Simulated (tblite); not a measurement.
C₇H₁₁OP.
Cartesian coordinates in Å at the GFN2-xTB level; atoms count from 1:
```
atom  x, y, z in Å
C1     1.7459    1.1673   -0.3800
C2     2.0069   -0.3169   -0.2001
P3     0.4948   -1.3512    0.0029
O4     0.8130   -2.7792    0.1370
C5    -0.5874   -0.9461   -1.3844
C6    -1.5811   -0.0754   -1.2886
C7    -1.9239    0.7286   -0.0753
C8    -1.4366    0.1875    1.2307
C9    -0.4239   -0.6512    1.3907
H10    2.6843    1.7049   -0.5037
H11    1.2291    1.5715    0.4879
H12    1.1309    1.3416   -1.2606
H13    2.5359   -0.7366   -1.0607
H14    2.6208   -0.5110    0.6845
H15   -0.4215   -1.5228   -2.2851
H16   -2.2244    0.1038   -2.1430
H17   -3.0122    0.8384   -0.0251
H18   -1.5247    1.7432   -0.2022
H19   -1.9840    0.5440    2.0964
H20   -0.1471   -1.0299    2.3662
```

All values are computed: GFN2-xTB (tblite) harmonic vibrations without scaling, gas phase. Against measured fundamentals such values can be off by several per cent, at times by over 20. One conformer, not necessarily the lowest.

Harmonic wavenumbers (cm⁻¹): 71.3, 83.6, 140.7, 145.3, 211.8, 228.8, 299.2, 300.9, 361.6, 386.7, 444.2, 482.1, 611.9, 684.0, 696.1, 730.2, 752.1, 814.3, 817.1, 900.3, 917.2, 918.9, 951.8, 967.5, 1002.5, 1037.1, 1087.2, 1137.2, 1155.6, 1172.4, 1207.8, 1238.1, 1272.0, 1302.5, 1330.5, 1341.7, 1406.8, 1433.6, 1437.5, 1496.3, 1502.7, 1674.2, 1697.7, 2899.2, 2936.7, 2948.9, 2954.4, 3022.9, 3023.3, 3025.3, 3029.0, 3034.3, 3043.3, 3044.2.

A = 1845, B = 1305, C = 1140 MHz; mass 142.055 u (most abundant isotopes); point group Cs, symmetry number 1.

Zero-point energy?

Half the sum of the wavenumbers: 35406 cm⁻¹ = 423.55 kJ/mol.

What is S at 500 K and 1 bar for an ideal gas of classical rigid rotors and harmonic oscillators?

Translation 181.41, rotation 128.41, vibration 202.17: S = 512.0 J/(mol K).

And Cp and H(500 K) − H(0)?

Cp = 248.53 J/(mol K), of which vibrations give 215.27 (their classical limit is 54 R = 449.0); H(500 K) − H(0) = 70.89 kJ/mol without the zero-point energy, 54.26 from vibrations.

How do the functions run with temperature in this model?

```
 T (K)  S (J/(mol K))  Cp (J/(mol K))  H − H(0) (kJ/mol)  G − H(0) (kJ/mol)  ln q(vib)
   150          319.1            97.5               9.45             -38.41       2.35
   250          379.1           142.0              21.39             -73.38       4.81
298.15          406.0           164.5              28.77             -92.28       6.03
   400          460.8           210.2              47.89            -136.45       8.66
   600          560.2           280.1              97.37            -238.75      13.87
   900          687.4           346.4             192.19            -426.51      21.38
```

q(vib) and H(0) count from the zero-point level.

Which modes carry the vibrational entropy at 500 K?

71.3 cm⁻¹: 21.50; 83.6 cm⁻¹: 20.18; 140.7 cm⁻¹: 15.89; 145.3 cm⁻¹: 15.63; 211.8 cm⁻¹: 12.56; 228.8 cm⁻¹: 11.94 J/(mol K); the other 48 give 104.48 together.

Blend soft modes into free rotors: weight 1/[1 + (100 cm⁻¹/ν̃)⁴] for the oscillator and the rest for a rotor with moment μB/(μ + B), μ = h/(8π²ν), B = 10⁻⁴⁴ kg m². What vibrational entropy results?

192.49 J/(mol K) in place of 202.17, which changes −T·S at 500 K by +4.84 kJ/mol.

What must be added to the electronic energy to get the Gibbs energy at 500 K and 1 bar?

ZPE + [H(500 K) − H(0)] − T·S = 423.55 + 70.89 − 256.00 = 238.44 kJ/mol.

Hindered rotation and anharmonicity are outside this model. Other conformers, if any are populated, would add a mixing term that is left out.
